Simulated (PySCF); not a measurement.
A survey of 33S NMR shifts

PySCF 2.14.0 with density-fitted response routines calculation with coordinates at the GFN2-xTB level and shielding tensors at PBE0/pcSseg-1 (GIAO); one conformer, gas phase, equivalent nuclei averaged, relativity neglected.

Shieldings were converted by a linear fit to measured shifts: 33S: δ = 158.28 − 0.937σ (rms 33.3 ppm, 20 shifts vs sulfate, solution or neat liquid). A few per cent of atoms miss by over 2 rms, more outside the fitted compound classes.

(1) Give the 33S shifts of `N[Si@@H]1S[Si@@H]([SiH3])[Si@H]1N[SiH3]`, `FC(F)(F)CS[SiH3]`.

(2) Match the shifts 403, 188, -99, -414, -484, -529 ppm to `CP(C)(=O)c1cccs1`, `CC#C[P@H](=S)CC(C)=O`, `CCS[Si](F)(F)F`, `C#CP1(=S)CCOCC1`, `COc1nnsc1C(F)(F)F`, `FC(F)(F)c1coccc1=S`.

Answers

(1) 
```csv
compound,environment,δ (ppm)
N[Si@@H]1S[Si@@H]([SiH3])[Si@H]1N[SiH3],"sulfur bonded to 2 Si, in a 4-membered ring",-449
FC(F)(F)CS[SiH3],"sulfur bonded to C, Si",-496
```

(2) 403: FC(F)(F)c1coccc1=S (sulfur bonded to C); 188: COc1nnsc1C(F)(F)F (aromatic ring sulfur); -99: CP(C)(=O)c1cccs1 (aromatic ring sulfur); -414: CCS[Si](F)(F)F (sulfur bonded to C, Si); -484: C#CP1(=S)CCOCC1 (sulfur bonded to P); -529: CC#C[P@H](=S)CC(C)=O (sulfur bonded to P).
